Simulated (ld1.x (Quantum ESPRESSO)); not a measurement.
## What one change does to a pseudopotential (indium, PAW)

In, PAW, made with ld1.x (Quantum ESPRESSO) 7.5 (PBE, scalar-relativistic). Core [Kr], reference 4d10 5s1 5p0 (charge +2). Waves: 5s (bound): rcut 1.85, rcutus 2.05 bohr; 5s channel at 0.75 Ry: rcut 1.85, rcutus 2.05 bohr; 5p (bound, empty): rcut 1.90, rcutus 2.35 bohr; 5p channel at -0.7 Ry: rcut 1.90, rcutus 2.35 bohr; 4d (bound): rcut 1.45, rcutus 1.75 bohr; 4d channel at -1.8 Ry: rcut 1.45, rcutus 1.75 bohr. Local part: all-electron potential smoothed inside 1.75 bohr (lloc = -1). Core correction: a·sin(br)/r model core, default radius (core density twice the valence density). Augmentation charge: PSQ, inside the norm-conserving radii.

Change: local potential all-electron potential smoothed inside 1.55 bohr (lloc = -1).

Cutoffs: the cutoffs (Ry, on a coarse ladder) from which the occupation-weighted sum of valence levels, in a spherical-Bessel basis at the reference potential, stays within 10 and 1 mRy of its value at 400 Ry; they do not see the model core or the augmentation charge, which bear on the density cutoff. Errors are all-electron minus pseudo energies relative to the spin-unpolarised reference configuration.

Q: Predict the effect on cutoff, ghosts and configuration errors.

A: The potential gets neither clearly harder nor softer (40 Ry and 70 Ry → 40 Ry and 70 Ry); a bound ghost appears in s, which as a rule spoils a file; of the 7 tests that both files solve, the error grows in 0 and shrinks in 1 by more than 15 % and 0.3 meV (median size 3.6 → 3.2 meV); the range in which the s phases agree narrows (upper end at the end of the scan → 3.6); the range in which the p phases agree narrows (upper end 2.5 → 1.5). A state that the projectors do not describe sees the local part alone, so a deeper or shallower local part can create or remove a ghost.

```tsv
quantity	base	changed
cutoff, loose	40 Ry	40 Ry
cutoff, tight	70 Ry	70 Ry
bound ghosts	none	s
error for 4d10 5s2 5p1, meV [ΔE -24.60 eV]	+3.6	+3.2
error for 4d10 5s2 5p0, meV [ΔE -19.23 eV]	+2.3	+1.9
error for 4d10 5s0 5p0, meV [ΔE 28.32 eV]	-8.6	-8.6
error for 4d10 5s1 5p1, meV [ΔE -12.64 eV]	+2.5	+2.5
error for 4d10 5s2 5p1.3, meV [ΔE -25.13 eV]	+3.7	+3.2
error for 4d10 5s1 5p2, meV [ΔE -18.76 eV]	+3.7	+3.7
error for 4d10 5s2 5p0.5, meV [ΔE -22.66 eV]	+3.0	+2.6
s: phases at 2.56 bohr within 0.05 rad from the reference energy up to (Ry; the scan ends near 5)	to the end of the scan	3.6
p: phases at 2.56 bohr within 0.05 rad from the reference energy up to (Ry; the scan ends near 5)	2.5	1.5
d: phases at 2.56 bohr within 0.05 rad from the reference energy up to (Ry; the scan ends near 5)	to the end of the scan	to the end of the scan
lowest overlap eigenvalue by channel	s 0.48, p 0.50, d 0.96	s 0.46, p 0.47, d 0.97
```

 A true bound ghost makes a file unfit for plane-wave use even where its test errors are small: the radial tests pick states by their node count and pass the ghost by.
